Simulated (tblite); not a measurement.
H3As, charge -1, doublet, at the geometry of the source list (a state made from the parent by changing its charge; the spin is typed, not shown lowest); GFN1-xTB in tblite.

tblite was given this input:
```
$ tblite run mol.xyz --method gfn1 --charge -1 --spin 1 --efield 0,0,0.1 --json tblite.json --no-restart

# file mol.xyz
4

As     0.00400000    -0.00260000     0.65880000
H     -0.72090000    -0.97200000    -0.22550000
H     -0.48990000     1.11570000    -0.20830000
H      1.20680000    -0.14110000    -0.22500000
```

Output, abridged:

```
xTB calculator
 | screened Coulomb repulsion
 | Coulomb electrostatics
 |  * isotropic Klopman-Ohno-Mataga-Nishimoto electrostatics
 |  * onsite third-order electrostatics
 | DFT-D3(BJ) dispersion correction
 | Interactions (1)
 | [1] electric field

halogen bonding energy    0.0000000000000E+00 Eh
repulsion energy          1.6295850311997E-02 Eh
dispersion energy        -5.2782630986274E-04 Eh
interaction energy        0.0000000000000E+00 Eh
number of electrons       9.0000000000000E+00 e
integral cutoff           3.1748705921966E+01 bohr

------------------------------------------------------------
  cycle        total energy    energy error   density error
------------------------------------------------------------
      1     -3.947449666106  -3.9632177E+00   2.7128140E-01
      2     -3.969465727483  -2.2016061E-02   1.1541171E-01
      3     -3.971959477087  -2.4937496E-03   9.4615506E-02
      4     -3.975704689755  -3.7452127E-03   4.3652030E-03
      5     -3.975746386901  -4.1697146E-05   3.3728802E-04
      6     -3.975746396142  -9.2409103E-09   8.5905633E-05
      7     -3.975746395821   3.2053782E-10   3.9518914E-05
      8     -3.975746398310  -2.4888758E-09   1.6841126E-07
------------------------------------------------------------

electronic energy        -3.9915144223122E+00 Eh
total energy             -3.9757463983101E+00 Eh

Post processing:
 | Mayer-Wiberg bond orders

[Info] JSON dump of results written to 'tblite.json'
```
